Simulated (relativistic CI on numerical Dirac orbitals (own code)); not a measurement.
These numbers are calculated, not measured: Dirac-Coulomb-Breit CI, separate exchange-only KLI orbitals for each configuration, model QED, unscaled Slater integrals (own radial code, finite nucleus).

Configurations in the expansion (outside the closed core 1s2): 2s²2p⁴, 2s2p⁵, 2p⁶, 2p⁵3s, 2p⁵3p, 2p⁵3d, 2s²2p³3s, 2s²2p³3p, 2s²2p³3d, 2s2p⁴3s, 2s2p⁴3p, 2s2p⁴3d, 2s²2p³4s, 2s²2p³4p, 2s²2p³4d, 2s²2p³4f, 2s2p⁴4s, 2s2p⁴4p, 2s2p⁴4d, 2s2p⁴4f, 2s²2p²3s², 2s²2p²3s3p, 2s²2p³5s, 2s²2p³5p, 2s²2p³5d, 2s²2p³5f, 2s²2p³5g, 2s²2p²3s3d, 2s²2p²3p², 2s²2p²3p3d, 2s2p³3s², 2s²2p²3d², 2s2p³3s3p, 2s2p³3s3d, 2s2p³3p², 2s2p⁴5s. Levels of other configurations are missing.

At this charge energies of transitions that change n are usually good to better than 1 %, and those within a shell (Δn = 0) to a few per cent.

Outline of the computed level scheme of Te XLV. Lowest level of each configuration: 2s²2p⁴ ³P2 at 0.00 eV; 2s2p⁵ ³P°2 at 530.38 eV; 2p⁶ ¹S0 at 1143.44 eV; 2s²2p³3s ³P°2 at 4104.17 eV; 2s²2p³3p ³P1 at 4177.18 eV; 2s²2p³3d ³D°2 at 4337.43 eV.

Some strong electric-dipole decays among the lowest 45 levels: 2s²2p³3d ³D°3 → 2s²2p⁴ ³P2 (4.7e+14 s⁻¹); 2s²2p³3d ³D°1 → 2s²2p⁴ ¹S0 (3.0e+14 s⁻¹); 2s²2p³3d ³D°2 → 2s²2p⁴ ³P2 (2.1e+14 s⁻¹); 2s²2p³3d ³D°1 → 2s²2p⁴ ³P2 (6.0e+13 s⁻¹); 2s²2p³3s ¹D°2 → 2s²2p⁴ ¹D2 (4.2e+13 s⁻¹); 2s²2p³3s ¹P°1 → 2s²2p⁴ ³P2 (3.8e+13 s⁻¹); 2s²2p³3s ³S°1 → 2s²2p⁴ ³P1 (3.7e+13 s⁻¹); 2s²2p³3s ³P°0 → 2s²2p⁴ ³P1 (2.4e+13 s⁻¹).

LS names give the leading component of a level, which can be under half, so a name can repeat, a term be missing and a line seem to break the LS rules.
